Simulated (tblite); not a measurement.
Compound: 1-methoxycyclopentene, C6H10O.
Numbering: `[CH3:1][O:2][C:3]1=[CH:4][CH2:5][CH2:6][CH2:7]1` (hydrogens: H8, H9, H10 on C1; H11 on C4; H12, H13 on C5; H14, H15 on C6; H16, H17 on C7)

Computed with GFN2-xTB (tblite), gas phase: Langevin dynamics at 300 K from the optimised GFN2-xTB geometry, time step 0.5 fs, friction 0.01 fs⁻¹, 2000 steps. The instantaneous temperature is 2·E(kin)/(3Nk) with all 3N coordinates.

```
t (fs)  T (K)  E(pot) above start (eV)  C1–O2 (Å)  O2–C3 (Å)  C3=C4 (Å)  C4–C5 (Å)  C5–C6 (Å)  C1–H8 (Å)  C1–O2–C3–C4 (°)
     0    259                    0.000      1.407      1.358      1.328      1.502      1.538      1.088               -1
    25    161                    0.459      1.419      1.388      1.349      1.524      1.582      1.045                1
    50    294                    0.300      1.420      1.367      1.323      1.485      1.498      1.113               -2
    75    285                    0.421      1.405      1.389      1.328      1.495      1.516      1.150               12
   100    205                    0.486      1.402      1.377      1.335      1.485      1.595      1.083               11
   125    256                    0.703      1.415      1.368      1.303      1.500      1.564      1.026               -4
   150    274                    0.417      1.416      1.343      1.309      1.510      1.478      1.116               12
   175    254                    0.669      1.435      1.315      1.335      1.484      1.472      1.194               24
   200    291                    0.534      1.420      1.314      1.338      1.550      1.551      1.122                1
   225    237                    0.459      1.438      1.360      1.307      1.526      1.561      1.027               -3
   250    297                    0.435      1.431      1.359      1.309      1.448      1.536      1.080               -7
   275    266                    0.427      1.423      1.355      1.349      1.456      1.597      1.139              -17
   300    276                    0.470      1.399      1.392      1.347      1.489      1.636      1.131               -7
   325    342                    0.397      1.378      1.377      1.311      1.480      1.516      1.065               -6
   350    252                    0.525      1.412      1.382      1.327      1.495      1.500      1.042              -21
   375    254                    0.509      1.451      1.354      1.376      1.505      1.565      1.090               -8
   400    277                    0.469      1.399      1.363      1.332      1.515      1.586      1.098               -4
   425    293                    0.492      1.395      1.381      1.299      1.514      1.549      1.131              -10
   450    287                    0.455      1.420      1.325      1.363      1.512      1.513      1.098               -5
   475    229                    0.820      1.457      1.324      1.335      1.556      1.538      1.046                1
   500    384                    0.641      1.456      1.400      1.342      1.537      1.520      1.065                0
   525    298                    0.813      1.340      1.348      1.297      1.478      1.528      1.081               14
   550    311                    0.779      1.344      1.378      1.349      1.555      1.552      1.078               29
   575    304                    0.656      1.447      1.349      1.337      1.543      1.529      1.097               24
   600    374                    0.513      1.449      1.340      1.296      1.512      1.500      1.096               27
   625    256                    0.656      1.421      1.340      1.322      1.542      1.545      1.119               28
   650    260                    0.572      1.418      1.320      1.344      1.528      1.536      1.107               22
   675    265                    0.438      1.428      1.335      1.301      1.521      1.516      1.099                0
   700    228                    0.310      1.422      1.377      1.322      1.511      1.526      1.086              -16
   725    199                    0.382      1.371      1.357      1.336      1.516      1.568      1.114              -20
   750    244                    0.455      1.401      1.351      1.340      1.540      1.578      1.104              -11
   775    261                    0.350      1.410      1.375      1.323      1.464      1.562      1.065                0
   800    218                    0.479      1.453      1.397      1.323      1.459      1.562      1.101               -2
   825    288                    0.424      1.449      1.381      1.323      1.483      1.533      1.147               23
   850    224                    0.631      1.392      1.325      1.366      1.521      1.603      1.099               11
   875    269                    0.582      1.419      1.351      1.344      1.531      1.564      1.043                9
   900    384                    0.672      1.442      1.386      1.292      1.458      1.540      1.105               15
   925    329                    0.772      1.427      1.403      1.362      1.461      1.575      1.159              -35
   950    340                    0.731      1.396      1.355      1.354      1.506      1.551      1.073              -27
   975    316                    0.783      1.442      1.382      1.325      1.510      1.483      1.054              -18
  1000    396                    0.655      1.411      1.383      1.322      1.483      1.524      1.115              -33
```

Q: From 500 fs on, how do temperature and potential energy compare with equipartition?

A: The mean temperature of these 21 frames is 293 K against the target 300 K, and the mean potential energy 0.59 eV against 45 × kT/2 = 0.58 eV for 45 classical harmonic modes. For 17 atoms in a canonical ensemble the temperature itself scatters by T·√(2/(3N)) = 59 K; here its standard deviation is 57 K. The whole run lasts only 10 friction times of 100 fs, so these averages carry a wide statistical error.

Q: What are the kinetic and total energies of the listed frame with the highest potential energy?

A: The one at 475 fs, 0.820 eV above the start. Its kinetic energy is 3NkT/2 = 0.503 eV at 229 K, so the sum is 1.32 eV; over the listed frames the sum runs from 0.57 to 1.53 eV, since the thermostat adds and removes energy.

Q: How much do the listed bonds fluctuate from 500 fs on?

A: 
```
 bond  at the start (Å)  mean (Å)  standard deviation (Å)
C1–O2             1.407     1.416                   0.032
O2–C3             1.358     1.363                   0.024
C3=C4             1.328     1.330                   0.021
C4–C5             1.502     1.508                   0.030
C5–C6             1.538     1.543                   0.027
C1–H8             1.088     1.096                   0.027
```

The motion is classical and holds no zero-point motion.

The cost below is that of the whole dynamics run. Hardware: an Intel Xeon at 2.60 GHz with one thread, shared host. Cost: 11 s wall, 0.18 GiB resident at most.
